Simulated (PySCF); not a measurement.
F3GeHO, SMILES [F][Ge]([OH])([F])[F]. Atoms are numbered in the order given.

```xyz
6

O      0.0757     1.7631     0.0000
Ge     0.0075     0.0092     0.0000
F     -0.8137    -0.6284    -1.3843
F      1.6248    -0.5817     0.0000
F     -0.8137    -0.6284     1.3843
H     -0.8220     2.1497     0.0000
```
Charge 0, spin multiplicity 1.

Geometry optimised at PBE-D3(BJ)/def2-SVP. This is a generated structure with no PubChem entry under its InChIKey; it may be hypothetical. Other conformers were not sampled.

Calculation: TDA-PBE/def2-SVPD (PySCF 2.14.0).

Vertical excitations. The molecule is in vacuum. State labels are in the subgroup Cs.

| state | symmetry | energy (eV) | λ (nm) | f | main pairs |
|---|---|---|---|---|---|
| S1 | A" | 6.17 | 201 | 0.017 | HOMO→LUMO 99 % |
| S2 | A" | 7.26 | 171 | 0.000 | HOMO−2→LUMO 99 % |
| S3 | A' | 7.33 | 169 | 0.047 | HOMO−1→LUMO 74 %, HOMO−3→LUMO 22 % |
| S4 | A" | 7.58 | 164 | 0.021 | HOMO−4→LUMO 91 % |
| S5 | A' | 7.66 | 162 | 0.084 | HOMO−3→LUMO 71 %, HOMO−1→LUMO 19 % |
| S6 | A' | 7.90 | 157 | 0.033 | HOMO−6→LUMO 92 % |
| S7 | A" | 7.92 | 157 | 0.045 | HOMO−5→LUMO 90 % |
| S8 | A' | 8.34 | 149 | 0.039 | HOMO−7→LUMO 95 % |
| S9 | A" | 8.56 | 145 | 0.021 | HOMO→LUMO+1 99 % |
| S10 | A" | 9.31 | 133 | 0.006 | HOMO→LUMO+2 99 % |
| T1 | A" | 5.72 | 217 | 0 | HOMO→LUMO 100 % |
| T2 | A' | 6.58 | 188 | 0 | HOMO−1→LUMO 99 % |
| T3 | A" | 6.94 | 179 | 0 | HOMO−2→LUMO 100 % |
| T4 | A" | 7.17 | 173 | 0 | HOMO−4→LUMO 99 % |
Triplets are in the Tamm–Dancoff approximation.
